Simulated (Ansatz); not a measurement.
Gas-phase electronic energies from Ansatz, PBE0-D4/def2-TZVP geometries. CCSD(T)/CBS is the MP2 limit (def2-TZVPP, def2-QZVPP) plus CCSD(T) − MP2 in def2-TZVPP, frozen cores. This one scheme is used for every species. DFT in def2-TZVPP. B3LYP here is the variant with VWN-RPA as its local correlation; programs differ in this. For Ge outer-core shells are correlated without core-valence functions, which leaves a few kJ/mol of doubt a bond. Scalar relativity is left out up to krypton. One conformer a species, not always the lowest.

Consider the silylene loss: `[SiH3][GeH2][B](Cl)Cl` → `Cl[B](Cl)[GeH3]` + `[SiH2]`.

```csv
level,ΔE (kJ/mol),difference from CCSD(T)/CBS
PBE-D4,271.5,10.1
PBE0-D4,277.5,16.1
B3LYP-D4,256.6,-4.8
ωB97X-V,268.3,6.9
ωB97M-V,252.9,-8.5
B2PLYP,253.7,-7.7
PBE,262.8,1.4
r2SCAN,280.6,19.2
PBE0,269.6,8.2
B3LYP,242.8,-18.6
HF/def2-TZVPP,231.3,-30.1
SCS-MP2/def2-TZVPP,257.9,-3.5
CCSD/def2-TZVPP,247.9,-13.5
SCS-MP2/def2-QZVPP,262.1,0.7
MP2/CBS(def2),280.4,19.0
CCSD/CBS(def2),255.8,-5.6
CCSD(T)/CBS,261.4,0
```

Largest T1 diagnostic among the species: 0.014.

The D4 term adds +13.8 kJ/mol with B3LYP and +7.9 kJ/mol with PBE0; it sums over pairs of atoms, weighted by their polarisabilities, and B3LYP, whose exchange is more repulsive, gets the larger term. In def2-TZVPP, CCSD(T) changes the Hartree–Fock value by +22.3 kJ/mol (the triples alone add +5.7 kJ/mol) and MP2 by +41.3 kJ/mol. From PBE to PBE0 (25 % exact exchange), in def2-TZVPP and without D4, ΔE moves by +6.8 kJ/mol.
